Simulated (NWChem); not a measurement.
# benzenedithiol (C6H6S2); SMILES Sc1ccc(S)cc1

```xyz
14

S      3.1940     0.0000    -0.0852
C      1.4093     0.0000    -0.0037
C      0.6972     0.0000     1.2008
C     -0.6972     0.0000     1.2008
C     -1.4093     0.0000    -0.0037
S     -3.1940     0.0000    -0.0852
C     -0.6957     0.0000    -1.2101
C      0.6957     0.0000    -1.2101
H      3.4163     0.0000     1.2448
H      1.2240     0.0000     2.1513
H     -1.2240     0.0000     2.1513
H     -3.4163     0.0000     1.2448
H     -1.2278     0.0000    -2.1575
H      1.2278     0.0000    -2.1575
```
Atoms are numbered in this order, from 1.

All runs: NWChem. Coordinates come from a B3LYP/6-31G* (spherical d) optimisation. Isolated, static molecule.

GIAO at LDA (Slater exchange, VWN5)/pcSseg-1: principal shieldings of C3 are -52.0, 49.3, 140.4 ppm; an isolated tetramethylsilane molecule has σ = 181.5 ppm at the same levels.

Question: Find the isotropic 13C shift, its principal values, the span and the skew.

Answer: 
1. σ(iso) = one third of the sum = 45.9 ppm.
2. δ = σ(reference) − σ = 135.6 ppm against tetramethylsilane.
3. δ11, δ22, δ33 = 233.5, 132.2, 41.1 ppm.
4. Span Ω = δ11 − δ33 = 192.4 ppm; skew κ = 3(δ22 − δ(iso))/Ω = -0.05.
